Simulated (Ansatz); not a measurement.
`[OH][SnH]([Cl])[SiH2]F` + `CO[SiH2]N` → `CO[SiH2]N[SiH2]F` + `[OH][SnH2][Cl]`  (cleavage of the Si–Sn bond)

Calculated with Ansatz (gas phase, PBE0-D4/def2-TZVP geometries, no zero-point term in ΔE). CCSD(T)/CBS is the MP2 limit (def2-TZVPP, def2-QZVPP) plus CCSD(T) − MP2 in def2-TZVPP, frozen cores. This one scheme is used for every species. DFT in def2-TZVPP. B3LYP here is the variant with VWN-RPA as its local correlation; programs differ in this. Elements past krypton have def2 core potentials. For Sn outer-core shells are correlated without core-valence functions, which leaves a few kJ/mol of doubt a bond. One conformer a species, not always the lowest.

CCSD(T)/CBS gives -59.5 kJ/mol.

(1) Another level gave -40.7 kJ/mol. Which?
A. MP2/def2-TZVPP
B. ωB97X-V/def2-TZVPP
C. PBE/def2-TZVPP
D. B3LYP/def2-TZVPP

Largest T1 diagnostic among the species: 0.013.

Answers

(1) C. PBE -40.7, MP2/def2-TZVPP -66.5, ωB97X-V -60.2, B3LYP -53.7 kJ/mol.

In def2-TZVPP, CCSD(T) changes the Hartree–Fock value by +10.0 kJ/mol (the triples alone add +1.4 kJ/mol) and MP2 by +9.3 kJ/mol. From PBE to PBE0 (25 % exact exchange), in def2-TZVPP and without D4, ΔE moves by −9.0 kJ/mol.
